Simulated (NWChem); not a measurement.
System: CNO, doublet; SMILES [N]=C=O

```xyz
3

N      0.0000     0.0000     1.2621
C      0.0000     0.0000     0.0425
O      0.0000     0.0000    -1.1386
```
Atoms are numbered in this order, from 1.

All runs: NWChem. Spin-unrestricted. The state is orbitally degenerate and is run as one real component. The geometry was optimised at PBE0/def2-SVP, spin-unrestricted. No stability test was run on the SCF state. Level: M05-2X/def2-SVP with SMD (1 M gas to 1 M solution), gas-phase geometry. Reactions with the solvent are ignored.

```
solvent                dielectric constant  solvation free energy (kcal/mol)  cavity-dispersion-structure term (kcal/mol)  dipole in solution (D)
---------------------  -------------------  --------------------------------  -------------------------------------------  ----------------------
water                                 78.4                               1.6                                          4.8                    0.75
dichloromethane                       8.93                              -0.1                                          2.2                    0.76
chloroform                            4.71                               0.5                                          2.6                    0.74
cyclohexane                           2.02                               0.3                                          1.4                    0.69
N,N-dimethylformamide                 37.2                              -0.9                                          1.5                    0.78
anisole                               4.22                              -0.3                                          1.6                    0.74
```
